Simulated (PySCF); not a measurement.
Species: Si5H12.
InChI=1S/H12Si5/c1-5(2,3)4/h1-4H3

The closed-shell ground state was solved at several levels (PySCF, density fitting, gas phase, non-relativistic). Isolated species at its PBE0-D3(BJ)/def2-SVP geometry, gas phase.

```
             level  basis functions  HOMO (eV)  LUMO (eV)  gap (eV)  dipole (D)
    B97-2/pcSseg-1              180      -7.88      -0.23      7.65        0.02
       PBE0/STO-3G               57      -5.56       5.14     10.70        0.03
  PBE0/aug-cc-pVDZ              243      -7.97      -0.33      7.64        0.02
       PBE0/6-31G*              114      -7.95       0.01      7.96        0.02
CAM-B3LYP/pcSseg-1              180      -9.30       0.84     10.14        0.03
     PBE0/pcSseg-0               89      -8.47       0.02      8.49        0.02
BHandHLYP/pcSseg-1              180      -9.05       0.66      9.71        0.03
        PBE0/6-31G               89      -8.04       0.13      8.17        0.02
  LC-wPBE/pcSseg-1              180     -10.58       1.83     12.41        0.03
PBE0/6-311+G(2d,p)              247      -8.00      -0.36      7.64        0.02
```

Problem. What might PBE0/pcSseg-1 (180 basis functions) give for the same quantities?

Solution. HOMO -8.10 eV, LUMO -0.24 eV, gap 7.86 eV, dipole 0.02 D.

Problem. How much does the basis alone move the frontier levels among the 7 PBE0 rows (the withheld one included)?

Solution. The HOMO by 2.91 eV and the LUMO by 5.50 eV. By rising basis size (HOMO, LUMO in eV): STO-3G -5.56, 5.14; pcSseg-0 -8.47, 0.02; 6-31G -8.04, 0.13; 6-31G* -7.95, 0.01; pcSseg-1 -8.10, -0.24; aug-cc-pVDZ -7.97, -0.33; 6-311+G(2d,p) -8.00, -0.36.

Problem. In the pcSseg-1 basis, how does the gap go with the fixed share of exact exchange?

Solution. B97-2 (21 %) 7.65 eV; PBE0 (25 %) 7.86 eV; BHandHLYP (50 %) 9.71 eV. Each rise in the share widens the gap here.

Problem. How far do the dipole and the HOMO energy spread over the levels?

Solution. The dipole runs from 0.02 to 0.03 D (mean 0.02 D) and the HOMO from -10.58 to -5.56 eV.
